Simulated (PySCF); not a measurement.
H4OSe2Si, SMILES O([SiH3])[Se][SeH].

Geometry: PBE0-D3(BJ)/def2-SVP. Other conformers were not sampled.

All values below come from TDA-LC-ωPBE/def2-SVPD run with PySCF 2.14.0.

Vertical excitations. 

Question: List the lowest excited states. (The exact figures need the calculation; the answer reports its results.)

Answer: 
```
state  energy (eV)  λ (nm)      f                                                                    main pairs
-----  -----------  ------  -----  ----------------------------------------------------------------------------
S1            4.12     301  0.002                                              HOMO→LUMO+1 70 %, HOMO→LUMO 17 %
S2            4.32     287  0.002                                              HOMO→LUMO 71 %, HOMO→LUMO+1 19 %
S3            4.79     259  0.002                                                              HOMO−1→LUMO 84 %
S4            5.96     208  0.003                                          HOMO−1→LUMO+1 62 %, HOMO−2→LUMO 23 %
S5            6.14     202  0.004                                        HOMO−2→LUMO+1 60 %, HOMO−1→LUMO+2 16 %
S6            6.26     198  0.015                      HOMO−1→LUMO+2 39 %, HOMO−2→LUMO+1 21 %, HOMO→LUMO+2 12 %
S7            6.47     192  0.016                                          HOMO→LUMO+2 63 %, HOMO−1→LUMO+2 11 %
S8            7.12     174  0.382                                          HOMO−2→LUMO 49 %, HOMO−1→LUMO+1 15 %
S9            7.49     165  0.178                                                              HOMO→LUMO+3 61 %
S10           7.78     159  0.023  HOMO−4→LUMO+1 34 %, HOMO−3→LUMO+1 24 %, HOMO−2→LUMO+7 8 %, HOMO−2→LUMO+2 7 %
T1            3.22     385      0                                                              HOMO→LUMO+1 79 %
T2            3.50     354      0                                                                HOMO→LUMO 78 %
T3            4.07     305      0                                                              HOMO−1→LUMO 84 %
T4            5.10     243      0                                            HOMO−2→LUMO 63 %, HOMO−4→LUMO 14 %
```
Triplets are in the Tamm–Dancoff approximation.
